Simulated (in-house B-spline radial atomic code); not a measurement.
Settings and results of a run for the lanthanum ion La⁷⁺. Computed with a B-spline radial code for spherical atoms: Dirac-Kohn-Sham B97-1, spherical fractional occupations, Fermi nucleus of rms radius 4.855 fm.

Command:
```bash
python run_scf.py task.json out
```
Settings (nuclear radius in fm, mass in u):
```
Z                57
configuration    [Kr] 4d10 5s2 5p2
hamiltonian      dirac
method           b97_1
spin_polarised   False
nucleus          fermi
rms_radius       4.855
atomic_mass      138.90636
speed_of_light   137.035999084
```

Output (hartree, bohr):
```
 radial grid: 67 intervals, B-splines of order 8, outer radius 18.8312 bohr

 iter        energy (Eh)    residual
    1       -8455.272239    1.32e+00
    2       -8476.659370    7.59e-01
    3       -8484.876604    2.00e-01
    4       -8485.453395    5.50e-02
    5       -8485.482180    2.40e-02
    6       -8485.491978    2.60e-03
    7       -8485.492010    6.10e-05
    8       -8485.492010    1.18e-05
    9       -8485.492010    1.58e-07

 total energy                     -8485.49201
 kinetic                            9079.8926
 electron-nucleus                 -20483.1716
 Hartree                            3118.8561
 exact exchange                      -41.4699
 exchange-correlation               -159.5991

 first-order corrections (not in the total)
   Gaunt                             7.7730
   retardation                      -0.8089
   frequency dependence             -0.0848
   self-energy                       5.3348
   Uehling                          -0.7746
   Wichmann-Kroll                    0.0201
   recoil                            0.0222

 orbital      occ     eigenvalue          <r>       <r^2>       <1/r>       <r^4>     <1/r^2>       r_max    small
 1s1/2      2.000     -1429.3533     0.025068 0.000853759     62.0111 1.91885e-06      8514.6     0.01608  4.44e-02
 2s1/2      2.000      -231.0596      0.10696   0.0135561      14.593 0.000317662      1026.6     0.09107  9.62e-03
 2p1/2      2.000      -217.9761    0.0899332    0.009966     14.5667  0.00020082     328.333     0.06952  9.65e-03
 2p3/2      4.000      -202.7860    0.0960229   0.0112305     13.2462 0.000248315     239.081     0.07468  9.09e-03
 3s1/2      2.000       -52.3054     0.284583   0.0926705      5.2588   0.0130303     212.804      0.2605  2.93e-03
 3p1/2      2.000       -46.7864     0.274504   0.0875724     5.16935   0.0121955     68.1697      0.2472  2.87e-03
 3p3/2      4.000       -43.8093     0.286471   0.0951585     4.84159   0.0143219     50.2359      0.2584  2.72e-03
 3d3/2      4.000       -34.1779     0.257468   0.0782655      4.7032   0.0110673     27.7642      0.2081  2.60e-03
 3d5/2      6.000       -33.5423     0.261227   0.0804251      4.6197   0.0116347     26.5825      0.2113  2.55e-03
 4s1/2      2.000       -13.2200     0.652401    0.479997     2.17561    0.334101     49.5373      0.6076  8.99e-04
 4p1/2      2.000       -11.1659      0.67245      0.5138     2.07222    0.393055     15.4215      0.6182  8.34e-04
 4p3/2      4.000       -10.5250     0.698593    0.554178     1.96709    0.456702     11.4911      0.6422  7.86e-04
 4d3/2      4.000        -7.1400      0.75375    0.656626     1.75569     0.68905     5.63155      0.6656  6.50e-04
 4d5/2      6.000        -7.0274     0.762878    0.672363     1.72972    0.721907     5.39665      0.6735  6.37e-04
 5s1/2      2.000        -4.3220      1.44347     2.32004    0.927451     7.50681     10.7782       1.357  2.42e-04
 5p1/2      0.667        -3.6214      1.55866     2.71182    0.851466     10.3597     3.23428       1.455  2.10e-04
 5p3/2      1.333        -3.4941      1.60884      2.8873    0.819269      11.707     2.47182       1.505  2.00e-04
```

Run time, properties included: 1.3 s on 1 thread of Intel(R) Xeon(R) 6975P-C, on a shared host.

For the Dirac Hamiltonian the kinetic term is c α·p + (β - 1)c².

Caution: exact exchange at fractional occupations of open shells leaves self-interaction of up to several eV.
